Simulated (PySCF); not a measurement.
Gas-phase reaction: 2 GeH3 + H2 + 4 O2 = 2 Ge(OH)4

Method: PySCF energies plus ideal-gas RRHO corrections (1 bar). † marks an energy on the PBE0/def2-TZVP geometry and frequencies. MP2 and CCSD(T) freeze the core. Open shells (unrestricted): GeH3 (multiplicity 2), O2 (multiplicity 3); the rest are closed-shell singlets. Ge: all electrons, no relativistic terms. GeH3, Ge(OH)4: computed as isolated molecules; such fragments, hydroxides, amides, oligomers or adducts are transient or little studied in the gas. MP2 isn't extrapolated to the basis-set limit. CCSD(T) isn't extrapolated to the basis-set limit.

ωB97M-V/def2-TZVP† gives ΔH°(298 K) = -2360 kJ.

Task: What do CCSD(T)/def2-TZVPP†, ωB97X-V/def2-TZVP†, MP2/def2-TZVPP† give?

Result: CCSD(T)/def2-TZVPP†: -2423 kJ; ωB97X-V/def2-TZVP†: -2300 kJ; MP2/def2-TZVPP†: -2554 kJ. For scale, ΔH°(298 K) is -2360 kJ at this level, -2300 kJ at ωB97X-V/def2-TZVP†, and runs from -3274 to -1828 kJ over the 20 levels computed.
